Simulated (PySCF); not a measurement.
**Electron correlation in Sb³⁺ (antimony, charge +3)**

[Kr] 4d10 5s2, closed-shell 1S. Computed with PySCF 2.14 in def2-SVP with the def2 core potential (28 electrons) (4s4p2d, 26 functions), with a scalar-relativistic core potential. Frozen: 4s2 4p6 4d10; 2 electrons correlated.

Total MP2 correlation energy: -22.67 mhartree.

Same-spin part 0.00 and opposite-spin part -22.67 mhartree; SCS-MP2 scales them by 1/3 and 6/5 to -27.20 mhartree.

With two correlated electrons CCSD is exact within the correlated space (frozen core and kept virtual orbitals).

```
level  correlation energy (mhartree)
 CCSD                         -33.16
```

Diagnostics: T1 = 0.0015, D1 = 0.0021, largest double amplitude 0.100.

Cost of the coupled-cluster step: 0.04 s of wall time on 1 thread of Intel(R) Xeon(R) Platinum 8488C (shared host), for 2 correlated electrons.
